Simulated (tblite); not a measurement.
Run record: tight-binding relaxation, `C=C[PH](C)(C=C)CC`.

Computed with GFN2-xTB geometry optimisation, gas phase (tblite 0.8.0). Start geometry: from a force field or distance geometry. The input is one job of a driver script: a line of settings, then coordinates in Å.

Command:
```bash
OMP_NUM_THREADS=1 python probes_run.py task.json out
```

Input:
```
{"job": {"kind": "relax", "xc": "GFN2-xTB", "basis": "xTB"}, "charge": 0, "multiplicity": 1}
C     -2.084700    -1.038700    -1.543200
C     -1.348700    -1.364100    -0.523100
P     -0.092000    -0.343900     0.228100
C     -0.449700     0.420300     1.810300
C     -0.564200     1.098500    -0.696800
C     -1.200100     2.139600    -0.167700
C      1.528700    -0.258000    -0.592400
C      2.674100    -0.561600     0.342600
H     -2.027900    -0.091800    -2.054900
H     -2.827600    -1.789700    -1.880800
H     -1.494500    -2.369100    -0.065900
H      0.397200    -1.464900     0.918800
H     -0.082900    -0.293500     2.626800
H      0.118300     1.357100     1.978800
H     -1.543000     0.519700     2.045400
H     -0.331900     1.160800    -1.755600
H     -1.475300     2.190800     0.886300
H     -1.454800     2.995600    -0.791000
H      1.548600    -1.042000    -1.370200
H      1.692600     0.713800    -1.080600
H      3.409800     0.287600     0.354600
H      2.346100    -0.797400     1.357300
H      3.257200    -1.442400    -0.016900
```

Output:
```
step      E/eV     max force
  0    -680.22638    3.106
  1    -680.56244    1.714
  2    -680.69025    1.097
  3    -680.76375    0.831
  4    -680.86847    0.700
  5    -680.90248    0.619
  6    -680.92358    0.403
  7    -680.94149    0.348
  8    -680.95681    0.372
  9    -680.97031    0.343
... (197 lines left out)
207    -681.21685    0.035
208    -681.21702    0.025
209    -681.21713    0.018
210    -681.21721    0.016
211    -681.21727    0.014
212    -681.21733    0.016
213    -681.21738    0.018
214    -681.21741    0.013
215    -681.21743    0.012
216    -681.21745    0.010
```

«max force» is the largest atomic force in eV/Å.

Task: From which step on does the largest force stay under 0.1 eV/Å, and how much energy is left to gain from there?

Result: From step 173 (0.071 eV/Å), 13.1 meV above the end.

In short: energy lowered by 22.9 kcal/mol over 216 steps; largest atomic force 0.010 eV/Å at the end.

Task: Estimate the wall time. Hardware: an Arm Neoverse V1 with one thread, no GPU, shared host.

Result: About 1.9 s.
Labels such as C1 count atoms from 1, the log's own numbers from 0.
